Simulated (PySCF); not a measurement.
H2. Atoms are numbered in the order given.

```xyz
2

H      0.0000     0.0000    -0.3720
H      0.0000     0.0000     0.3720
```

Coordinates come from a B3LYP-D3(BJ)/def2-TZVPD optimisation.

All values below come from PySCF with B3LYP/def2-TZVPD.

Isolated molecule, no solvent.

```yaml
total_energy: -1.17971 hartree
point_group: D∞h
highest_occupied_level: -11.80 eV
lowest_empty_level: 1.16 eV
orbital_gap: 12.96 eV
dipole_moment: 0.00 D
quadrupole, principal values (traceless, Buckingham form, about the centre of nuclear charge): -0.30, -0.30, 0.60 D·Å
mean_static_polarisability: 5.4 bohr³ (0.81 Å³)
polarisability_principal_values: 4.8, 4.8, 6.8 bohr³
```
